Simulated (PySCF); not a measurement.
## C6H7N2S: g tensor and hyperfine couplings

Compound: C₆H₇N₂S (doublet state).
Structure used (GFN2-xTB), in Å, numbered top down from 1:
```xyz
16
C6H7N2S angstrom
C     -2.017   -0.782    0.580
C     -0.978    0.104    0.729
C     -0.337    0.306    1.930
C     -0.476    0.879   -0.475
C      0.893    0.401   -0.821
C      1.218   -0.835   -1.431
N      2.508   -1.017   -1.573
S      3.290    0.276   -0.977
N      1.968    1.100   -0.524
H     -2.504   -0.932   -0.366
H     -2.377   -1.353    1.417
H      0.485    0.995    2.011
H     -0.638   -0.221    2.817
H     -1.143    0.731   -1.326
H     -0.425    1.942   -0.237
H      0.526   -1.585   -1.766
```

The hyperfine couplings belong to this conformer and change with its torsions.

As a line formula: `n1sncc1CC([CH2])=C` [radical].

Method: PySCF 2.14.0, UKS B3LYP, pcH-1 on C H N S, non-relativistic, mean-field spin-orbit, GIAO. The structure is a single GFN2-xTB conformer in the gas phase; no vibrational or solvent corrections. The geometry wasn't refined by DFT: couplings that depend on bond lengths, twists or pyramidal angles can differ widely from those at the functional's own minimum. Stability of the SCF solution: not tested. ⟨S²⟩ is 0.778 where a pure state has 0.75.

* g1, g2, g3: 2.00214, 2.00276, 2.00284
* g_iso: 2.00258
* Form of g: close to axial: the two nearest values differ by 11 % of g3 − g1
* ⟨S²⟩: 0.7775 (exact 0.7500)

Hyperfine couplings atom by atom, in mT; T1 to T3 are the principal values of the dipolar part (MHz turned into mT with g_iso):

```json
{"atom": "C1", "isotope": "13C", "a_iso": "1.88", "of which spin–orbit": "0.00", "T1": "-1.79", "T2": "-1.72", "T3": "3.51", "Mulliken spin population": "0.66"}
{"atom": "C2", "isotope": "13C", "a_iso": "-1.77", "of which spin–orbit": "0.00", "T1": "-1.06", "T2": "0.43", "T3": "0.63", "Mulliken spin population": "-0.27"}
{"atom": "C3", "isotope": "13C", "a_iso": "2.03", "of which spin–orbit": "0.00", "T1": "-1.95", "T2": "-1.89", "T3": "3.83", "Mulliken spin population": "0.72"}
{"atom": "C4", "isotope": "13C", "a_iso": "0.18", "of which spin–orbit": "0.00", "T1": "-0.03", "T2": "0.00", "T3": "0.04", "Mulliken spin population": "0.01"}
{"atom": "C5", "isotope": "13C", "a_iso": "-0.39", "of which spin–orbit": "0.00", "T1": "-0.05", "T2": "0.01", "T3": "0.04", "Mulliken spin population": "0.00"}
{"atom": "C6", "isotope": "13C", "a_iso": "0.03", "of which spin–orbit": "0.00", "T1": "-0.02", "T2": "0.00", "T3": "0.02", "Mulliken spin population": "0.00"}
{"atom": "N7", "isotope": "14N", "a_iso": "0.00", "of which spin–orbit": "0.00", "T1": "0.00", "T2": "0.00", "T3": "0.00", "Mulliken spin population": "0.00"}
{"atom": "S8", "isotope": "33S", "a_iso": "-0.01", "of which spin–orbit": "0.00", "T1": "-0.02", "T2": "0.01", "T3": "0.01", "Mulliken spin population": "0.00"}
{"atom": "N9", "isotope": "14N", "a_iso": "0.01", "of which spin–orbit": "0.00", "T1": "-0.01", "T2": "-0.01", "T3": "0.01", "Mulliken spin population": "0.00"}
{"atom": "H10", "isotope": "1H", "a_iso": "-1.45", "of which spin–orbit": "0.00", "T1": "-0.88", "T2": "-0.01", "T3": "0.88", "Mulliken spin population": "-0.03"}
{"atom": "H11", "isotope": "1H", "a_iso": "-1.37", "of which spin–orbit": "0.00", "T1": "-0.73", "T2": "-0.07", "T3": "0.80", "Mulliken spin population": "-0.03"}
{"atom": "H12", "isotope": "1H", "a_iso": "-1.58", "of which spin–orbit": "0.00", "T1": "-0.95", "T2": "-0.02", "T3": "0.96", "Mulliken spin population": "-0.03"}
{"atom": "H13", "isotope": "1H", "a_iso": "-1.50", "of which spin–orbit": "0.00", "T1": "-0.82", "T2": "-0.06", "T3": "0.89", "Mulliken spin population": "-0.03"}
{"atom": "H14", "isotope": "1H", "a_iso": "-0.08", "of which spin–orbit": "0.00", "T1": "-0.07", "T2": "-0.06", "T3": "0.13", "Mulliken spin population": "0.00"}
{"atom": "H15", "isotope": "1H", "a_iso": "-0.46", "of which spin–orbit": "0.00", "T1": "-0.08", "T2": "-0.05", "T3": "0.13", "Mulliken spin population": "0.00"}
{"atom": "H16", "isotope": "1H", "a_iso": "0.01", "of which spin–orbit": "0.00", "T1": "-0.05", "T2": "-0.03", "T3": "0.08", "Mulliken spin population": "0.00"}
```

The largest Mulliken spin populations are on C3 (+0.72), C1 (+0.66) and C2 (-0.27). The positive populations add up to 1.40 and the negative ones to -0.40, together 2S = 1. The angles at C3 add up to 360.0°, so it is planar; its axial dipolar tensor and the negative couplings of its protons fit spin in a p orbital normal to that plane.

Axes: g3 points within 1° of the C3–H13 bond.

Under fast tumbling the dipolar parts average out, and these isotropic splittings remain: 1 × 1H (H12, I = 1/2, 2 lines) with 1.58 mT, 1 × 1H (H13, I = 1/2, 2 lines) with 1.50 mT, 1 × 1H (H10, I = 1/2, 2 lines) with 1.45 mT, 1 × 1H (H11, I = 1/2, 2 lines) with 1.37 mT and 2 × 1H (H14/H15, I = 1/2, 3 lines) with 0.27 mT.

Nuclei that the bonding pattern makes equivalent are averaged, as if the motion that swaps them (rotation, inversion, ring flip) were fast. H10 and H11 aren't averaged: C1 is flat or nearly so (angle sum 360°), and its turn about the short C1–C2 bond (1.37 Å) is taken as slow. The 1H value of -7.6 MHz is a mean of couplings from -12.9 to -2.4 MHz in this one geometry, not an average over conformers.

The 13C coupling of C3 (57.0 MHz) shows only in satellite lines or after enrichment, since that isotope makes up about 1.07 % of natural carbon.
